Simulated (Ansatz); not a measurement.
Diatomic Be2, multiplicity 3 (not the ground state: that is measured with 2S+1 = 1).

Constants: fifth-degree fit in 1/R to seven points, most abundant isotopes. In def2 and cc sets the state is the lowest found near the PBE0 minimum, followed along R.

Correlated levels freeze the inner cores; with def2 sets outer-core shells near the valence are correlated too.

Run with Ansatz (Gaussian basis) for Hartree–Fock, density functionals and correlated methods. 

### Question
What bond length and harmonic frequency does wB97X-V/def2-TZVPP give?

### Answer
r_e = 2.151 Å, ω_e = 626 cm⁻¹.

### Question
What bond length and harmonic frequency does CCSD/def2-TZVPP give?

### Answer
r_e = 2.166 Å, ω_e = 608 cm⁻¹.

### Question
What bond length and harmonic frequency does CCSD(T)/def2-TZVPP give?

### Answer
r_e = 2.168 Å, ω_e = 603 cm⁻¹.

Ansatz is a first-principles code.
